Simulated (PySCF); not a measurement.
(E)-1-bromo-1-chloroprop-1-ene (C3H4BrCl), SMILES C/C=C(\Cl)Br. Atoms are numbered in the order given.

```xyz
9

C     -1.0944    -2.7007     0.0000
C     -1.1259    -1.2051     0.0000
C     -0.0571    -0.3963     0.0000
Cl     1.5841    -0.9658     0.0000
Br    -0.2245     1.4920     0.0000
H     -1.6188    -3.0955    -0.8866
H     -0.0652    -3.0827     0.0000
H     -1.6188    -3.0955     0.8866
H     -2.1032    -0.7134     0.0000
```

Coordinates come from a TPSSh-D3(BJ)/def2-SVP optimisation.

The numbers are results of TPSSh-D3(BJ)/def2-SVP in PySCF, not measurements.

Frequencies are harmonic and unscaled.

Task: List the normal modes with their intensities. (An estimate is asked for; the answer gives what the named calculation found.)

Result: 
| mode | ν (cm⁻¹) | IR (km/mol) | Raman (Å⁴/amu) | depolarisation | moving atoms (share of kinetic energy) |
|---|---|---|---|---|---|
| 1 | 123 | 0.3 | 0.1 | 0.75 | H 97 % |
| 2 | 200 | 1.1 | 0.4 | 0.75 | C 67 %, H 29 % |
| 3 | 208 | 0.6 | 2.4 | 0.75 | C 40 %, Cl 31 %, H 19 %, Br 10 % |
| 4 | 238 | 0.1 | 3.7 | 0.73 | Cl 58 %, Br 25 %, C 16 % |
| 5 | 363 | 5.3 | 6.3 | 0.20 | C 57 %, Br 28 %, H 15 % |
| 6 | 462 | 2.0 | 2.3 | 0.75 | C 85 %, H 11 % |
| 7 | 584 | 4.5 | 6.6 | 0.12 | C 53 %, Cl 30 %, H 16 % |
| 8 | 826 | 13.6 | 4.0 | 0.75 | H 89 %, C 11 % |
| 9 | 828 | 124.5 | 0.6 | 0.58 | C 77 %, H 15 % |
| 10 | 971 | 36.2 | 1.2 | 0.52 | C 52 %, H 48 % |
| 11 | 1046 | 0.3 | 1.3 | 0.75 | H 65 %, C 35 % |
| 12 | 1126 | 18.6 | 2.3 | 0.49 | C 64 %, H 36 % |
| 13 | 1289 | 13.7 | 13.3 | 0.36 | H 79 %, C 21 % |
| 14 | 1399 | 0.2 | 14.7 | 0.47 | H 77 %, C 23 % |
| 15 | 1468 | 6.0 | 40.6 | 0.60 | H 94 % |
| 16 | 1476 | 6.7 | 15.5 | 0.75 | H 96 % |
| 17 | 1689 | 20.0 | 31.5 | 0.19 | C 94 % |
| 18 | 3028 | 23.4 | 256.0 | 0.07 | H 97 % |
| 19 | 3094 | 10.8 | 138.0 | 0.75 | H 91 %, C 9 % |
| 20 | 3152 | 4.3 | 66.7 | 0.73 | H 91 %, C 9 % |
| 21 | 3179 | 2.8 | 65.4 | 0.19 | H 92 %, C 8 % |
